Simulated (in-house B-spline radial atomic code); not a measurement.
A fraction x of an electron is moved 2s → 2p in Ne³⁺, starting from [He] 2s2 2p3 and keeping the highest spin. All numbers are computed (scalar-relativistic (X2C) SCAN, spin-polarised, spherical fractional occupations; Fermi nucleus of rms radius 3.0055 fm) with an all-electron radial atomic-structure program (B-spline basis), not measured.

```
    x  E(x) - E(0) (eV)  2s down level (eV)  2p down level (eV)
    0            0.0000             -98.171                   -
0.125            3.1156             -98.136             -73.153
 0.25            6.2463             -98.125             -73.031
0.375            9.3869             -98.100             -72.966
  0.5                 ?                   ?                   ?
0.625                 ?                   ?                   ?
 0.75           18.5323             -96.383             -73.021
0.875           21.4814             -97.090             -73.164
    1           24.4859                   -             -73.157
```

**Question.** What belongs in the row x = 0.5?

**Answer.** An energy change of 12.5207 eV; 2s down at -97.920 eV, 2p down at -72.978 eV.

**Question.** What belongs in the row x = 0.625?

**Answer.** An energy change of 15.5931 eV; 2s down at -97.080 eV, 2p down at -73.034 eV.

**Question.** Check Janak's theorem between x = 0.125 and 0.25.

**Answer.** The slope of the energy is 25.05 eV; the orbital levels give 25.04 eV (ε of the receiving orbital less ε of the emptying one, averaged over the two points).
